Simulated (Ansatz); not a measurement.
Two members of one family ([LnCl6]3-), computed with Ansatz in the gas phase; def2 core potentials for Nd, Sm, no spin–orbit coupling. HOMO and LUMO are taken over both spins. With an open 4f shell the SCF may have ended above the lowest state. Levels of anions in sets without diffuse functions are rough. The structures are stationary points that may keep the symmetry of their start. Remarks come from the PBE and PBE0 runs and from stability tests at other levels; not every state was tested. A HOMO above zero means that the electron is unbound at that level and held by the basis, or that self-interaction error raises the level; the energy of removing that electron tells which.

First: [NdCl6]3- (quartet, charge -3, PBE-D4/def2-SVP geometry).

Cartesian coordinates in Å:
```
Nd 0.000 0.000 -0.001
Cl 2.337 -1.389 0.642
Cl -2.335 1.393 -0.645
Cl -1.321 -2.424 -0.430
Cl 1.319 2.424 0.434
Cl 0.774 0.056 -2.684
Cl -0.775 -0.060 2.684
```

```csv
level,HOMO (eV),LUMO (eV),gap (eV)
PBE-D4/def2-SVP,6.20,7.51,1.30
PBE-D4/def2-TZVP,5.29,6.60,1.31
r2SCAN-D4/def2-TZVP,4.38,7.08,2.70
PBE0-D4/def2-SVP,3.99,9.53,5.54
PBE0-D4/def2-TZVP,3.18,8.77,5.59
```

Metal–donor distances: 6 × Cl 2.79 Å. Remarks: HOMO above zero at PBE or PBE0.

Second: [SmCl6]3- (sextet, charge -3, PBE-D4/def2-SVP geometry).

```xyz
7

Sm    0.000    0.000    0.000
Cl   -0.612   -2.500   -1.065
Cl    0.612    2.500    1.065
Cl    2.716   -0.428   -0.555
Cl   -2.716    0.428    0.555
Cl    0.332   -1.152    2.514
Cl   -0.332    1.152   -2.514
```

Task: Estimate how these quantities change from the first to the second (second minus first).

Result: 
```tsv
level	Δ HOMO (eV)	Δ LUMO (eV)	Δ gap (eV)
PBE-D4/def2-SVP	-0.68	-1.32	-0.65
PBE-D4/def2-TZVP	-0.58	-1.23	-0.64
r2SCAN-D4/def2-TZVP	-0.20	-1.61	-1.41
PBE0-D4/def2-SVP	-0.04	-1.88	-1.84
PBE0-D4/def2-TZVP	0.00	-1.81	-1.80
```

Metal–donor distances: 6 × Cl 2.79 to 2.80 Å. Remarks: HOMO above zero at PBE or PBE0, spin-contaminated (⟨S²⟩ up to 8.88).
